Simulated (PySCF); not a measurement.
**Vibration and rotation of IBr**

RHF-CCSD(T) constants of IBr, ¹Σ⁺ (singlet), closed shell (I x2c-TZVPPall, Br x2c-TZVPPall; spin-free X2C with a Gaussian nucleus (PySCF 2.14); masses 126.9045 and 78.9183 u):

- ωe: 266.4 cm⁻¹
- ωexe: 0.769 cm⁻¹
- Be: 0.056099 cm⁻¹
- αe: 0.000191 cm⁻¹
- D (centrifugal): 9.95e-09 cm⁻¹
- De to I + Br: 1.96 eV

(1) Give the vibrational terms G(v) and spacings up to v = 6.

(2) How well does the Morse estimate ωe²/(4ωexe) reproduce De, and what is D0?

Correlated steps freeze 27 core orbitals. These are scalar-relativistic numbers at best; spin–orbit coupling would shift them, the dissociation energy most. Where the molecule has an RHF reference, its open-shell atoms are computed with UHF.

## Answers

(1) G(v) = ωe(v+½) − ωexe(v+½)².

| v | G(v) (cm⁻¹) | G(v) − G(v−1) | Bv (cm⁻¹) |
| --- | --- | --- | --- |
| 0 | 133.0 |  | 0.05600 |
| 1 | 397.9 | 264.9 | 0.05581 |
| 2 | 661.2 | 263.3 | 0.05562 |
| 3 | 923.0 | 261.8 | 0.05543 |
| 4 | 1183.2 | 260.2 | 0.05524 |
| 5 | 1441.9 | 258.7 | 0.05505 |
| 6 | 1699.1 | 257.2 | 0.05486 |

(2) It gives 2.86 eV, 146 % of the computed De. D0 = De − G(0) = 1.96 − 0.02 = 1.94 eV.
